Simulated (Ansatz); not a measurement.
Ansatz (a program for electronic structure) input (LC-wPBE/def2-TZVPD):

Ansatz 0.2 input:
```yaml
crystal:
  periodic: [false, false, false]
  atoms:
    - {symbol: Ti, position_ang: [0.01147195, -0.04122247, -0.01974891]}
    - {symbol: O, position_ang: [1.49035328, -0.56621746, -0.35595347]}
    - {symbol: F, position_ang: [-0.58342771, -0.37305303, 1.64547716]}
    - {symbol: F, position_ang: [-0.76937331, 0.97712347, -1.28079896]}
basis:
  gaussian:
    orbitals: def2-TZVPD
hamiltonian:
  xc: {name: LC-wPBE}
output: {forces: true}
```

End of the output:

```
integrals: 0.10 GiB planned
1004 factors; their error is unknown
integrals: 0.13 GiB planned
298 factors; integrals over basis functions are off by at most 3.6e-5 eV
mean field: 0.72 GiB planned
mean field evaluation 1: about -30578.4014 eV, gradient 9.7e1 eV
mean field evaluation 2: about -30352.8360 eV, gradient 4.2e2 eV
mean field evaluation 4: about -30594.4588 eV, gradient 2.0e1 eV
mean field evaluation 8: about -30595.0327 eV, gradient 2.6e-1 eV
mean field evaluation 16: about -30595.0250 eV, gradient 2.6e-3 eV
mean field -30595.02502146 eV, -1124.3464314857 hartree, gradient 5.9e-5 eV, S^2 0.000000; 0 other end points of the search recorded, 0 dependent functions left out
the calculation of the forces begins
reference -30595.02502147 eV, -1124.3464314861 hartree; 24, 24 occupied and 144, 144 virtual orbitals, 1004 factors
Total energy: -30595.02502147 eV, -1124.3464314861 hartree
Atom 0 at     0.011472    -0.041222    -0.019749 Å, force     1.121429    -0.351727    -0.233545 eV/Å
Atom 1 at     1.490353    -0.566217    -0.355953 Å, force    -1.271293     0.443431     0.285380 eV/Å
Atom 2 at    -0.583428    -0.373053     1.645477 Å, force     0.063731     0.035480    -0.202192 eV/Å
Atom 3 at    -0.769373     0.977123    -1.280799 Å, force     0.086133    -0.127185     0.150357 eV/Å
Dipole moment:    -0.260752    -0.016813     0.008812 e Å
```
